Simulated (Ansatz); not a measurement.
Consider the isomerisation: `FC[CH](F)[GeH3]` → `[CH3][Ge]([CH3])([F])[F]`.

Isolated molecules relaxed with PBE0-D4/def2-TZVP in Ansatz; ΔE leaves out vibrations. CCSD(T)/CBS adds triple-zeta CCSD(T) − MP2 to the extrapolated MP2 energy (def2 sets, frozen cores). For Ge outer-core shells are correlated without core-valence functions, which leaves a few kJ/mol of doubt a bond. Scalar relativity is left out up to krypton. One conformer a species, not always the lowest.

```tsv
species	MP2/def2-QZVPP energy (Eh)
`FC[CH](F)[GeH3]`	-2355.05468
`[CH3][Ge]([CH3])([F])[F]`	-2355.20806
```

Task: Work out ΔE.

Result: ΔE = (-2355.20806) − (-2355.05468) = -0.15338 Eh = -4.17 eV. CCSD(T)/CBS gives -3.94 eV.

Largest T1 diagnostic among the species: 0.012.

From PBE to PBE0 (25 % exact exchange), in def2-TZVPP and without D4, ΔE moves by −0.08 eV.
